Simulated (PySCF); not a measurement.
A structure optimised at PBE0-D3(BJ)/def2-TZVP, used in a PySCF frequency run:

```
Ge
H 1 1.5318
H 1 1.5318 2 111.74
H 1 1.5318 2 111.74 3 -126.03
Cl 1 2.1549 2 107.10 4 -116.99
```
Charge 0, spin multiplicity 1.

Write its SMILES, formula and point group.

[Cl][GeH3], ClGeH3, C3v

What are its rotational constants (standard atomic weights)?

77.959, 4.2901, 4.2901 GHz
